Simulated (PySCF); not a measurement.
3-bromo-1,1-difluoropropa-1,2-diene (C3HBrF2), SMILES C(Br)=C=C(F)F. Heavy atoms are numbered as in [F:1][C:2]([F:3])=[C:4]=[CH:5][Br:6]. Hydrogens are named by the atom that carries them.

Geometry optimised at B3LYP-D3(BJ)/def2-SVP.

Method: PBE/pcSseg-1 run with PySCF.

GIAO shieldings, no solvent; atoms alike by connectivity are averaged. δ = σ(ref) − σ: ¹⁹F against CFCl3 (σ = 133.6 ppm); ¹³C against TMS (σ = 182.0 ppm); ¹H against TMS (σ = 31.49 ppm), references at their B3LYP-D3(BJ)/def2-TZVP geometries, non-relativistic (without spin–orbit terms, shifts of atoms bonded to Cl or Br come out too high).

Computed chemical shifts:
```json
[
 {"nucleus": "¹⁹F", "atoms": "F1", "count": "2", "δ (ppm)": "-96.9"},
 {"nucleus": "¹³C", "atoms": "C4", "count": "1", "δ (ppm)": "186.9"},
 {"nucleus": "¹³C", "atoms": "C2", "count": "1", "δ (ppm)": "165.8"},
 {"nucleus": "¹³C", "atoms": "C5 (CH)", "count": "1", "δ (ppm)": "119.4"},
 {"nucleus": "¹H", "atoms": "H on C5", "count": "1", "δ (ppm)": "7.46"}
]
```
